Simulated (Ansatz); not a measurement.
Total energies of Cd₇S₇, a nanocrystal cut from zinc blende CdS (bare) from Ansatz at PBE0-D4/def2-TZVP, gas phase (1 Eh = 27.2114 eV = 2625.5 kJ/mol). The reference geometry is relaxed at PBE-D4/def2-SVP.

Cartesian coordinates in Å:
```
Cd 1.472 -2.421 -2.273
Cd 0.948 3.482 0.145
Cd 0.837 1.071 -2.371
Cd 1.454 0.661 1.576
Cd -2.287 -0.746 1.297
Cd -0.528 -3.591 0.106
Cd -1.125 2.289 2.552
S 1.483 -0.674 -3.874
S 1.507 -4.330 -0.865
S 0.634 3.518 -2.141
S 1.259 2.980 2.557
S -2.647 -3.096 1.042
S -3.201 1.308 2.311
S 0.194 -0.452 -0.062
```

| state | geometry | energy (Eh) |
| --- | --- | --- |
| charge 0 singlet | reference | -3961.28834 |
| charge 1 doublet | reference | -3961.00990 |
| charge 1 doublet | relaxed at PBE-D4/def2-SVP | -3961.01344 |
| charge -1 doublet | reference | -3961.39655 |
| free Cd atom (singlet) | – | -167.77479 |
| free S atom (triplet) | – | -397.97371 |

In the def2 sets Cd takes a core potential; there is no spin–orbit coupling. Single mean-field runs in def2-TZVP are fitted with def2-universal-jkfit.

(1) Work out the vertical ionisation energy to the doublet.

(2) Work out the vertical electron affinity, to the doublet.

(3) Give the fundamental gap IE − EA, the Mulliken electronegativity (IE + EA)/2 and the hardness (IE − EA)/2.

(4) How much does the charge 1 doublet relax, and what is the adiabatic ionisation energy?

(5) What is the binding energy per atom against free atoms?

(1) E(charge 1 doublet) − E(charge 0 singlet) = -3961.00990 − (-3961.28834) = 0.27844 Eh = 7.58 eV. For comparison, −ε of the highest occupied level is 6.32 eV at this level, 1.26 eV less.

(2) E(charge 0 singlet) − E(charge -1 doublet) = -3961.28834 − (-3961.39655) = 0.10821 Eh = 2.94 eV. The basis lacks diffuse functions, which makes affinities too small.

(3) From the values in Eh: IE − EA = 0.27844 − 0.10821 = 0.17023 Eh = 4.63 eV; (IE + EA)/2 = 5.26 eV; (IE − EA)/2 = 2.32 eV. The HOMO–LUMO gap of the same run is 2.20 eV, 2.43 eV smaller than the fundamental gap.

(4) Relaxation: -3961.00990 − (-3961.01344) = 0.00354 Eh = 0.10 eV. Adiabatic ionisation energy: 0.27490 Eh = 7.48 eV, without zero-point energy. 

(5) Atoms: 7 × (-167.77479) + 7 × (-397.97371) = -3960.23950 Eh. Binding: -3960.23950 − (-3961.28834) = 1.04884 Eh = 28.54 eV, or 2.04 eV for each of 14 atoms (no zero-point energy, no counterpoise term).
